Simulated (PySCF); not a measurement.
OSc (SMILES [O]=[Sc]), doublet, at a GFN2-xTB geometry (such geometries of metal compounds can be far from the true shape); BLYP/cc-pVDZ (PySCF).

Here is a job for PySCF.
```python
from pyscf import gto, scf, dft

mol = gto.Mole()
mol.atom = '''
    Sc   -0.000000   -0.000000   -0.482432
    O     0.000000    0.000000    1.266384
'''
mol.basis = 'cc-pvdz'
mol.charge = 0
mol.spin = 1
mol.verbose = 4
mol.build()

mf = dft.ROKS(mol)
mf.xc = 'blyp'
mf.kernel()
mf.analyze()
```

### Question
What does PySCF print? Leave out banner, timings and long lists.

### Answer

```
PySCF version 2.14.0

[INPUT] verbose = 4
[INPUT] num. atoms = 2
[INPUT] num. electrons = 29
[INPUT] charge = 0
[INPUT] spin (= nelec alpha-beta = 2S) = 1
[INPUT] symmetry False subgroup None
[INPUT] Mole.unit = angstrom
[INPUT] Symbol           X                Y                Z      unit          X                Y                Z       unit  Magmom
[INPUT]  1 Sc     0.000000000000   0.000000000000  -0.482432000000 AA    0.000000000000   0.000000000000  -0.911664353726 Bohr   0.0
[INPUT]  2 O      0.000000000000   0.000000000000   1.266384000000 AA    0.000000000000   0.000000000000   2.393118928531 Bohr   0.0

nuclear repulsion = 50.8354060316008
number of shells = 12
number of NR pGTOs = 148
number of NR cGTOs = 57
basis = cc-pvdz
ecp = {}

******** <class 'pyscf.dft.roks.ROKS'> ********
method = ROKS
initial guess = minao
damping factor = 0
level_shift factor = 0
DIIS = <class 'pyscf.scf.diis.CDIIS'>
diis_start_cycle = 1
diis_space = 8
diis_damp = 0
SCF conv_tol = 1e-09
SCF conv_tol_grad = None
SCF max_cycles = 50
direct_scf = True
direct_scf_tol = 1e-13
num. doubly occ = 14  num. singly occ = 1
XC library pyscf.dft.libxc version 7.1.2
    S. Lehtola, C. Steigemann, M. J. T. Oliveira, and M. A. L. Marques,  SoftwareX 7, 1–5 (2018)
XC functionals = blyp
    A. D. Becke,  Phys. Rev. A 38, 3098 (1988)
    C. Lee, W. Yang, and R. G. Parr,  Phys. Rev. B 37, 785 (1988)
    B. Miehlich, A. Savin, H. Stoll, and H. Preuss,  Chem. Phys. Lett. 157, 200 (1989)
radial grids:
    Treutler-Ahlrichs [JCP 102, 346 (1995); DOI:10.1063/1.469408] (M4) radial grids

becke partition: Becke, JCP 88, 2547 (1988); DOI:10.1063/1.454033
pruning grids: <function nwchem_prune>
grids dens level: 3
symmetrized grids: False
atomic radii adjust function: <function treutler_atomic_radii_adjust>
small_rho_cutoff = 0
Set gradient conv threshold to 3.16228e-05
tot grids = 34728
init E= -835.702912748606

WARN: HOMO -0.396165219350215 >= LUMO -0.39616519758712

cycle= 1 E= -835.410186243433  delta_E= 0.293  |g|= 1.38  |ddm|= 12.8
  HOMO = -0.00741722188424321  LUMO = 0.031241367766325  gap/eV = 1.05195
cycle= 2 E= -834.927197077226  delta_E= 0.483  |g|= 1.97  |ddm|= 20.2

WARN: HOMO -0.0235762889320952 >= LUMO -0.101595158178745

cycle= 3 E= -835.190612999084  delta_E= -0.263  |g|= 1.77  |ddm|= 23.9

WARN: HOMO 0.0172978135046495 >= LUMO -0.112180597126839

cycle= 4 E= -835.760810559796  delta_E= -0.57  |g|= 0.542  |ddm|= 2.69
  HOMO = -0.127008376360534  LUMO = -0.0772245123917918  gap/eV = 1.35469
cycle= 5 E= -835.921313658169  delta_E= -0.161  |g|= 0.501  |ddm|= 2.16
  HOMO = -0.131850741180614  LUMO = -0.0980596907927959  gap/eV = 0.91950
cycle= 6 E= -835.953799322113  delta_E= -0.0325  |g|= 0.316  |ddm|= 0.78
  HOMO = -0.132473978190051  LUMO = -0.102821424191453  gap/eV = 0.80689
cycle= 7 E= -835.972720771564  delta_E= -0.0189  |g|= 0.108  |ddm|= 0.425
  HOMO = -0.131065129683509  LUMO = -0.103750432393111  gap/eV = 0.74327
cycle= 8 E= -835.975397191325  delta_E= -0.00268  |g|= 0.0109  |ddm|= 0.19
  HOMO = -0.131532782769882  LUMO = -0.104491503111761  gap/eV = 0.73583
cycle= 9 E= -835.975426931665  delta_E= -2.97e-05  |g|= 0.00259  |ddm|= 0.0403
  HOMO = -0.13142702435905  LUMO = -0.104468236080948  gap/eV = 0.73359
cycle= 10 E= -835.975428475474  delta_E= -1.54e-06  |g|= 0.000798  |ddm|= 0.00923
  HOMO = -0.131431792254224  LUMO = -0.104504986549968  gap/eV = 0.73272
cycle= 11 E= -835.975428603626  delta_E= -1.28e-07  |g|= 0.000342  |ddm|= 0.00252
  HOMO = -0.131436789109101  LUMO = -0.104498993335742  gap/eV = 0.73301
cycle= 12 E= -835.975428631287  delta_E= -2.77e-08  |g|= 7.97e-05  |ddm|= 0.000966
  HOMO = -0.131434084269006  LUMO = -0.104494399774583  gap/eV = 0.73307
cycle= 13 E= -835.975428632868  delta_E= -1.58e-09  |g|= 4.98e-06  |ddm|= 0.000115
  HOMO = -0.13143387408526  LUMO = -0.104494070491475  gap/eV = 0.73307
cycle= 14 E= -835.975428632882  delta_E= -1.34e-11  |g|= 3.79e-06  |ddm|= 3.74e-05
  HOMO = -0.13143427068795  LUMO = -0.104494868335625  gap/eV = 0.73306
Extra cycle  E= -835.975428632754  delta_E= 1.28e-10  |g|= 2.48e-05  |ddm|= 2.3e-05
converged SCF energy = -835.975428632754
**** SCF Summaries ****
Total Energy =                        -835.975428632754301
Nuclear Repulsion Energy =              50.835406031600819
One-electron Energy =                -1246.948398305783940
Two-electron Energy =                  360.137563641428926
Two-electron Coulomb Energy =          407.725119746496148
DFT Exchange-Correlation Energy =      -47.587556105067222
HOMO-LUMO gap [eV] =                     0.733058476557202
**** MO energy ****
                Roothaan           | alpha              | beta
MO #1   energy= -160.684180086566  | -160.68463881969   | -160.683721353442  occ= 2
MO #2   energy= -18.7447985287566  | -18.7448545486422  | -18.7447425088709  occ= 2
MO #3   energy= -17.2281075326     | -17.2287714163704  | -17.2274436488292  occ= 2
MO #4   energy= -14.2341072625427  | -14.2346868317788  | -14.2335276933066  occ= 2
MO #5   energy= -14.2341072411687  | -14.2346868078516  | -14.2335276744857  occ= 2
MO #6   energy= -14.2234155548832  | -14.2241715923539  | -14.222659517413   occ= 2
MO #7   energy= -1.95964063114213  | -1.96179746531629  | -1.95748379691298  occ= 2
MO #8   energy= -1.20491191504406  | -1.20664033743966  | -1.20318349264847  occ= 2
MO #9   energy= -1.20491190709303  | -1.20664031995754  | -1.20318349422853  occ= 2
MO #10  energy= -1.19637519669819  | -1.19983484949719  | -1.19291554392662  occ= 2
MO #11  energy= -0.733393233430665 | -0.73372639496132  | -0.733060071910665 occ= 2
MO #12  energy= -0.232832620473815 | -0.233786629065116 | -0.231878611821426 occ= 2
MO #13  energy= -0.231647912016938 | -0.232105676763892 | -0.231190147269981 occ= 2
MO #14  energy= -0.231647887806259 | -0.232105654604337 | -0.231190121008177 occ= 2
MO #15  energy= -0.13143427068795  | -0.146124939406777 | -0.116743589804809 occ= 1
MO #16  energy= -0.104494868335625 | -0.110319096338577 | -0.0986706403326287 occ= 0
MO #17  energy= -0.104494132102534 | -0.11031902501729  | -0.098669239187709 occ= 0
MO #18  energy= -0.0699634982281929 | -0.0793236998669685 | -0.060603296589419 occ= 0
MO #19  energy= -0.0699634931819343 | -0.0793237407321846 | -0.0606032456316865 occ= 0
MO #20  energy= -0.0495906519382836 | -0.0562470940294059 | -0.042934211005977 occ= 0
MO #21  energy= -0.00589946727122133 | -0.0109894401023299 | -0.000809494440113382 occ= 0
MO #22  energy= -0.00589945896470863 | -0.0109894517550778 | -0.000809466174343343 occ= 0
MO #23  energy= 0.0264728384432931 | 0.025147918200291  | 0.0277977496511298 occ= 0
 ** Mulliken pop on meta-lowdin orthogonal AOs  **
 ** Mulliken pop  **
 ** Mulliken atomic charges  **
charge of    0Sc =      0.51001
charge of    1O =     -0.51001
Dipole moment(X, Y, Z, Debye):  0.00000,  0.00000, -4.04706
```
